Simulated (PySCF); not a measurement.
Isomers of C4H13FOSi2, mass 152.049 u with the commonest isotopes. Method: PBE0/pcSseg-1 in PySCF (dipole) on a GFN2-xTB geometry, gas phase. One conformer each, none proved a minimum here; rigid rotors.

Task: Order these by radius of gyration √(Σ m r²/M), smallest first.
A. `[CH3:1][C@H:2]([OH:3])[CH2:4][SiH2:5][SiH2:6][CH2:7][F:8]` with C1–C2–O3–H 57°, C1–C2–C4–Si5 152°, C2–C4–Si5–Si6 50°, C4–Si5–Si6–C7 51°, Si5–Si6–C7–F8 -60°
B. `[CH3:1][O:2][CH2:3][Si@@H:4]([SiH3:5])[CH2:6][CH2:7][F:8]` with C1–O2–C3–Si4 178°, O2–C3–Si4–Si5 -55°, C3–Si4–C6–C7 -78°, Si4–C6–C7–F8 -66°
C. `[OH:1][CH2:2][C:3]([SiH3:4])([SiH3:5])[CH2:6][CH2:7][F:8]` with H–O1–C2–C3 -170°, O1–C2–C3–Si4 159°, C2–C3–C6–C7 -74°, C3–C6–C7–F8 -73°

Result: C (2.135 Å), B (2.224 Å), A (2.252 Å).

Task: Order these by out-of-plane moment Σ m c² = (Ia + Ib − Ic)/2, largest first.
A. `[CH3:1][C@H:2]([OH:3])[CH2:4][SiH2:5][SiH2:6][CH2:7][F:8]` with C1–C2–O3–H 57°, C1–C2–C4–Si5 152°, C2–C4–Si5–Si6 50°, C4–Si5–Si6–C7 51°, Si5–Si6–C7–F8 -60°
B. `[OH:1][CH2:2][C:3]([SiH3:4])([SiH3:5])[CH2:6][CH2:7][F:8]` with H–O1–C2–C3 -170°, O1–C2–C3–Si4 159°, C2–C3–C6–C7 -74°, C3–C6–C7–F8 -73°
C. `[CH3:1][O:2][CH2:3][Si@@H:4]([SiH3:5])[CH2:6][CH2:7][F:8]` with C1–O2–C3–Si4 178°, O2–C3–Si4–Si5 -55°, C3–Si4–C6–C7 -78°, Si4–C6–C7–F8 -66°

Result: C (123.89 u·Å²), B (102.61 u·Å²), A (85.90 u·Å²).

Task: Order these by rotational constant C, smallest first.
A. `[OH:1][CH2:2][C:3]([SiH3:4])([SiH3:5])[CH2:6][CH2:7][F:8]` with H–O1–C2–C3 -170°, O1–C2–C3–Si4 159°, C2–C3–C6–C7 -74°, C3–C6–C7–F8 -73°
B. `[CH3:1][O:2][CH2:3][Si@@H:4]([SiH3:5])[CH2:6][CH2:7][F:8]` with C1–O2–C3–Si4 178°, O2–C3–Si4–Si5 -55°, C3–Si4–C6–C7 -78°, Si4–C6–C7–F8 -66°
C. `[CH3:1][C@H:2]([OH:3])[CH2:4][SiH2:5][SiH2:6][CH2:7][F:8]` with C1–C2–O3–H 57°, C1–C2–C4–Si5 152°, C2–C4–Si5–Si6 50°, C4–Si5–Si6–C7 51°, Si5–Si6–C7–F8 -60°

Result: C (737.8 MHz), B (804.2 MHz), A (855.6 MHz).

```tsv
SMILES	point group	Ia (u·Å²)	Ib (u·Å²)	Ic (u·Å²)	κ	μa (D)	μb (D)	μc (D)
COC[Si@@H]([SiH3])CCF	C1	354.89	521.28	628.39	-0.47	2.45	1.24	1.34
C[C@H](O)C[SiH2][SiH2]CF	C1	285.82	570.96	684.98	-0.71	0.54	0.85	0.60
OCC([SiH3])([SiH3])CCF	C1	282.06	513.85	590.68	-0.73	0.94	2.32	1.71
```
